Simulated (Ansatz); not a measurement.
Relaxation of CH$_{5}$AlO$_{2}$ (9 atoms, charge 0, multiplicity 1), to a largest force component of 0.02 eV/Å in at most 50 steps.

The calculation used UKS B3LYP/def2-SVP in Ansatz.

```xyz
9
Properties=species:S:1:pos:R:3:forces:R:3
O -0.445 1.105 -1.213 -4.95 1.52 -2.36
C 0.598 0.364 -0.842 3.05 -2.32 1.25
Al 0.107 -0.739 0.744 0.55 0.70 1.45
O -0.332 0.085 2.304 -3.23 -0.73 -1.89
H -1.126 0.534 -1.703 1.47 1.29 1.01
H 1.444 1.050 -0.569 -0.27 -0.35 -0.23
H 0.954 -0.289 -1.673 0.39 0.08 0.10
H 0.274 -2.315 0.675 -0.24 -0.12 0.16
H -1.386 0.160 2.259 3.22 -0.06 0.52
```

Where does it end, and by what steps?

It converged. After 17 steps the energy has fallen by 1.137 eV; H8 moved furthest, 0.78 Å. Joined: O1–Al3 (2.74 → 1.99 Å).

```json
{"step": "0", "energy less start (eV)": "0.0000", "largest force component (eV/Å)": "4.946", "accepted": "yes"}
{"step": "1", "energy less start (eV)": "-0.4913", "largest force component (eV/Å)": "1.472", "accepted": "yes"}
{"step": "2", "energy less start (eV)": "-0.6140", "largest force component (eV/Å)": "1.065", "accepted": "yes"}
{"step": "3", "energy less start (eV)": "-0.7048", "largest force component (eV/Å)": "0.402", "accepted": "yes"}
{"step": "4", "energy less start (eV)": "-0.7364", "largest force component (eV/Å)": "0.832", "accepted": "yes"}
{"step": "5", "energy less start (eV)": "-0.7722", "largest force component (eV/Å)": "0.353", "accepted": "yes"}
{"step": "6", "energy less start (eV)": "-0.8220", "largest force component (eV/Å)": "1.039", "accepted": "yes"}
{"step": "7", "energy less start (eV)": "-0.8846", "largest force component (eV/Å)": "1.046", "accepted": "yes"}
{"step": "8", "energy less start (eV)": "-0.9884", "largest force component (eV/Å)": "0.774", "accepted": "yes"}
{"step": "9", "energy less start (eV)": "-1.0615", "largest force component (eV/Å)": "0.851", "accepted": "yes"}
{"step": "10", "energy less start (eV)": "-1.1125", "largest force component (eV/Å)": "0.555", "accepted": "yes"}
{"step": "11", "energy less start (eV)": "-1.1226", "largest force component (eV/Å)": "0.453", "accepted": "yes"}
{"step": "12", "energy less start (eV)": "-1.1337", "largest force component (eV/Å)": "0.313", "accepted": "yes"}
{"step": "13", "energy less start (eV)": "-1.1342", "largest force component (eV/Å)": "0.135", "accepted": "yes"}
{"step": "14", "energy less start (eV)": "-1.1366", "largest force component (eV/Å)": "0.031", "accepted": "yes"}
{"step": "15", "energy less start (eV)": "-1.1367", "largest force component (eV/Å)": "0.034", "accepted": "yes"}
{"step": "16", "energy less start (eV)": "-1.1369", "largest force component (eV/Å)": "0.020", "accepted": "yes"}
{"step": "17", "energy less start (eV)": "-1.1370", "largest force component (eV/Å)": "0.010", "accepted": "yes"}
```

```xyz
9
Properties=species:S:1:pos:R:3
O -0.631 0.496 -0.969
C 0.879 0.420 -0.779
Al -0.058 -0.558 0.620
O -0.384 0.237 2.103
H -0.920 0.196 -1.842
H 1.258 1.448 -0.706
H 1.333 -0.101 -1.634
H -0.421 -2.085 0.403
H -0.968 -0.100 2.788
```

Run time: 48 s on 2 threads of Arm Neoverse V1, on a shared host, peak memory 0.21 GiB.
